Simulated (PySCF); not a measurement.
# Diatomics of K with group 14

PBE with double-zeta basis sets in PySCF, for the lowest determinant that a PBE0 search found; no spin–orbit coupling. De refers to high-spin ground-configuration atoms. A positive dipole means M(−)K(+).

```json
{"M": "C", "basis": "def2-SVP", "state (unpaired electrons)": "quartet (σ ↑, π ↑↑)", "Re (Å)": "2.567", "ωe (cm⁻¹)": "349", "De (eV)": "2.18", "μ (D)": "7.77"}
{"M": "Si", "basis": "x2c-SVPall", "state (unpaired electrons)": "quartet (σ ↑, π ↑↑)", "Re (Å)": "3.071", "ωe (cm⁻¹)": "195", "De (eV)": "1.52", "μ (D)": "8.43"}
{"M": "Ge", "basis": "def2-SVP", "state (unpaired electrons)": "quartet (σ ↑, π ↑↑)", "Re (Å)": "3.106", "ωe (cm⁻¹)": "151", "De (eV)": "1.45", "μ (D)": "8.37"}
{"M": "Sn", "basis": "def2-SVP", "state (unpaired electrons)": "quartet (σ ↑, π ↑↑)", "Re (Å)": "3.299", "ωe (cm⁻¹)": "128", "De (eV)": "1.29", "μ (D)": "8.67"}
{"M": "Pb", "basis": "def2-SVP", "state (unpaired electrons)": "quartet (σ ↑, π ↑↑)", "Re (Å)": "3.348", "ωe (cm⁻¹)": "116", "De (eV)": "1.18", "μ (D)": "8.29"}
```

The shortest bond is that of KC (2.567 Å), the longest that of KPb (3.348 Å).

The rows differ in basis set, which adds steps of its own.

Down a group the atoms grow and get heavier, so bonds lengthen and wavenumbers fall; this series shows no clear exception.

Spin–orbit coupling is left out, which matters for elements this heavy, above all for dissociation energies. States were picked by a PBE0 search and need not be the measured ground states.
